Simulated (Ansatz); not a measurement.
Consider the formal hydrolysis of a Ti–Cl bond: `[F][Ti]([F])([F])[Cl]` + H₂O → `[OH][Ti]([F])([F])[F]` + HCl.

Gas-phase electronic energies from Ansatz, PBE0-D4/def2-TZVP geometries. CCSD(T)/CBS adds triple-zeta CCSD(T) − MP2 to the extrapolated MP2 energy (def2 sets, frozen cores). This one scheme is used for every species. For Ti outer-core shells are correlated without core-valence functions, which leaves a few kJ/mol of doubt a bond. Scalar relativity is left out up to krypton. Each species was taken in one conformer, which may not be the lowest.

`[F][Ti]([F])([F])[Cl]`:

Z-matrix (Å, degrees):
```
Ti
F 1 1.736
F 1 1.736 2 109.2
Cl 1 2.175 2 109.7 3 120.3
F 1 1.736 2 109.2 3 -119.4
```

H₂O:

Cartesian coordinates in Å:
```
O -0.240 0.021 0.306
H 0.548 0.544 0.146
H -0.308 -0.565 -0.451
```

`[OH][Ti]([F])([F])[F]`:

Cartesian coordinates in Å:
```
O 0.528 -0.778 -0.961
Ti -0.084 0.180 0.385
F 0.716 -0.326 1.857
F 0.216 1.878 0.090
F -1.814 -0.041 0.533
H 0.439 -0.913 -1.904
```

HCl:

```xyz
2

Cl   -0.504   -0.297   -0.258
H     0.504    0.297    0.258
```

```json
{"species": "`[F][Ti]([F])([F])[Cl]`", "CCSD(T)/CBS(def2) energy (Eh)": "-1608.34854"}
{"species": "H₂O", "CCSD(T)/CBS(def2) energy (Eh)": "-76.37941"}
{"species": "`[OH][Ti]([F])([F])[F]`", "CCSD(T)/CBS(def2) energy (Eh)": "-1224.33935"}
{"species": "HCl", "CCSD(T)/CBS(def2) energy (Eh)": "-460.38127"}
```

(1) Work out ΔE.

Largest T1 diagnostic among the species: 0.024, so the coupled-cluster value is less sure than usual.

Answers

(1) ΔE = (-1224.33935) + (-460.38127) − (-1608.34854) − (-76.37941) = 0.00733 Eh = +19.2 kJ/mol.

Leaving LDA and LC-ωPBE aside and taking each functional with its dispersion term where it has one, the values, not all of them listed here, spread over 12.9 kJ/mol, from CAM-B3LYP-D4 to B97M-V. LDA lies −4.7 kJ/mol from PBE without D4. In def2-TZVPP, CCSD(T) changes the Hartree–Fock value by +4.4 kJ/mol (the triples alone add +4.5 kJ/mol) and MP2 by +8.4 kJ/mol. At CCSD(T), def2-SVP lies −21.2 kJ/mol from the extrapolated value and def2-TZVPP −4.0 kJ/mol.
